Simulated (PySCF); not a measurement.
Bonds (- single, = double, # triple, : aromatic): F1-C2 1.352 Å, C2-F3 1.352 Å, C2-C4 1.512 Å, C4-C5 1.533 Å, C5-C6 1.533 Å, C6-O7 1.431 Å, O7-C4 1.419 Å. C2 carries H8; C4 carries H9; C5 carries H10, H11; C6 carries H12, H13. Stereochemistry as in FC(F)[C@@H]1CCO1. H11, H12 are cis to C2 on the ring; H10, H13 are trans to C2 on the ring.

Geometry: PBE0-D3(BJ)/def2-SVP; GIAO shifts from PySCF 2.14, gas phase, non-relativistic, averaged over equivalent atoms.

At PBE0/STO-3G (41 basis functions, 3 s wall time on 1 thread of an Arm Neoverse V2, shared host):
```json
{"atoms": "F3", "δ (ppm)": "-119.6"}
{"atoms": "F1", "δ (ppm)": "-119.8"}
{"atoms": "C2", "δ (ppm)": "83.5"}
{"atoms": "C4", "δ (ppm)": "59.9"}
{"atoms": "C6", "δ (ppm)": "58.5"}
{"atoms": "C5", "δ (ppm)": "27.4"}
{"atoms": "O7", "δ (ppm)": "-22.0"}
{"atoms": "H8", "δ (ppm)": "3.15"}
{"atoms": "H12", "δ (ppm)": "2.58"}
{"atoms": "H13", "δ (ppm)": "2.47"}
{"atoms": "H9", "δ (ppm)": "2.41"}
{"atoms": "H10", "δ (ppm)": "1.70"}
{"atoms": "H11", "δ (ppm)": "1.55"}
```

Scale: CFCl3 for $^{19}$F (σref 304.40); TMS for $^{13}$C (σref 234.69) and $^{1}$H (σref 32.60); $^{17}$O (σref 341.71) vs H2O (reference shieldings calculated alike).

Question: Predict the values at KT2/pcSseg-1 on the same geometry.

Answer: 
```json
{"atoms": "F3", "δ at KT2/pcSseg-1": "-175.4", "change": "-55.8"}
{"atoms": "F1", "δ at KT2/pcSseg-1": "-175.2", "change": "-55.4"}
{"atoms": "C2", "δ at KT2/pcSseg-1": "118.5", "change": "+35.0"}
{"atoms": "C4", "δ at KT2/pcSseg-1": "82.3", "change": "+22.4"}
{"atoms": "C6", "δ at KT2/pcSseg-1": "74.2", "change": "+15.7"}
{"atoms": "C5", "δ at KT2/pcSseg-1": "22.3", "change": "-5.1"}
{"atoms": "O7", "δ at KT2/pcSseg-1": "41.6", "change": "+63.6"}
{"atoms": "H8", "δ at KT2/pcSseg-1": "5.90", "change": "+2.75"}
{"atoms": "H12", "δ at KT2/pcSseg-1": "4.85", "change": "+2.27"}
{"atoms": "H13", "δ at KT2/pcSseg-1": "4.78", "change": "+2.31"}
{"atoms": "H9", "δ at KT2/pcSseg-1": "4.59", "change": "+2.18"}
{"atoms": "H10", "δ at KT2/pcSseg-1": "2.71", "change": "+1.01"}
{"atoms": "H11", "δ at KT2/pcSseg-1": "2.80", "change": "+1.25"}
```

Referencing at the same level of theory: CFCl3 for $^{19}$F (138.57 ppm); TMS for $^{13}$C (183.22 ppm) and $^{1}$H (31.18 ppm); $^{17}$O (330.66 ppm) against H2O.

The largest change is at O7 (ether oxygen). Cost: 149 basis functions, 19 s wall time on 1 thread of an Arm Neoverse V2, shared host. The order of the carbon signals is the same at both levels.

Unscaled 19F shifts against computed CFCl3 carry errors that often reach 10 to 50 ppm. Experimental scales use liquid or dissolved standards, which lie at an offset from isolated H2O (liquid H2O: subtract about 36 ppm).
